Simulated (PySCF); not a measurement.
## Polarisability and C₆ of Zn (zinc, neutral)

[Ar] 3d10 4s1 4p1, high-spin 3P determinant (an excited configuration). Computed with PySCF 2.14 in aug-cc-pwCVDZ-PP with ECP10MDF, with scalar relativity through the core potential. Coupled (time-dependent) response in atomic units; α is the mean over directions. A double-zeta set is small for polarisabilities.

```tsv
method	mean α (bohr³)	α xx, yy, zz	C₆ (like pair)	S(−4)
UHF	51.66	40.17, 74.65, 40.17	383.0	2424
PBE	55.57	33.87, 98.96, 33.87	383.1	4405
PBE0	53.01	35.22, 88.58, 35.22	374.1	3390
PW91	55.31	33.51, 98.92, 33.51	377.4	4505
B97-3	53.78	35.79, 89.76, 35.79	383.1	3452
```

S(−4) is the Cauchy moment in α(ω) = α(0) + S(−4) ω² + …

α(iu) at UHF:

```tsv
u (hartree)	α(iu) (bohr³)
0	51.66
0.0500	46.65
0.100	37.93
0.200	24.47
0.300	16.40
0.500	8.606
0.750	4.863
1.00	3.243
1.50	1.894
2.00	1.334
3.00	0.8317
5.00	0.4366
```

The components differ because the open shell of this determinant is not spherical; for a pure term their mean is the scalar polarisability.

Energies and moments cover only the electrons outside the core potential.
